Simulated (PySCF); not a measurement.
# Computed properties of C2H6N2OSi, SMILES C[Si@@H](N)OC#N

C₂H₆N₂OSi, SMILES C[Si@@H](N)OC#N. The structure is a stationary point at r2SCAN-D4/def2-SVP. The structure was generated by enumeration; whether it is a known compound was not checked. One conformer was computed; it need not be the lowest. All values are computed for the isolated molecule unless a solvent is named; none is compared with measurement here.

**Structure.** All 30 harmonic modes at r2SCAN-D4/def2-SVP (PySCF) are real, so it is a minimum. With heavy atoms numbered as in [CH3:1][Si@@H:2]([NH2:3])[O:4][C:5]#[N:6], the shortest bond between them is C5–N6 at 1.170 Å and the longest C1–Si2 at 1.852 Å.

**Vibrations.** The strongest infrared lines (harmonic, unscaled, degenerate partners summed) lie at 2368 cm⁻¹ (280 km/mol, C 66 %, N 31 %), 951 cm⁻¹ (238 km/mol, Si 40 %, H 33 %, N 24 %), 1197 cm⁻¹ (202 km/mol, O 63 %, N 32 %). The softest mode is at 43 cm⁻¹ and the zero-point energy is 53.2 kcal/mol.

**Electronic structure.** r2SCAN/def2-TZVP (PySCF) places the frontier levels at -7.06 and 0.07 eV, a gap of 7.13 eV, and gives a dipole moment of 6.03 D and a mean polarisability of 62.4 bohr³. PBE/def2-TZVP (PySCF) at the same geometry gives -6.76 and -0.56 eV, so its gap is 0.93 eV narrower. An orbital gap is neither the optical nor the fundamental gap.

**Excitations.** TDA-M06-2X/def2-SVPD (PySCF) has S1 at 7.18 eV (173 nm, f = 0.000, dark); the most intense of the 10 singlets computed lies at 7.34 eV (f = 0.05). T1 (TDA) is at 6.62 eV, 0.56 eV under S1. TDA-PBE/def2-SVPD (PySCF) puts S1 at 6.13 eV. No vertical singlet excitation falls in the visible range (under 3.1 eV).

**NMR.** GIAO shifts at B3LYP/pcSseg-1 (PySCF) (non-relativistic, atoms alike by connectivity averaged): ¹³C from -2.8 to 116.6 ppm against TMS; ¹H from 0.8 to 5.1 ppm against TMS; ²⁹Si at -3.6 ppm against TMS.

**Solvation.** SMD-M06-2X/6-31G* (PySCF) gives -4.5 kcal/mol in water, -7.3 kcal/mol in N,N-dimethylformamide, -7.7 kcal/mol in acetonitrile (1 M in both phases, gas-phase geometry).
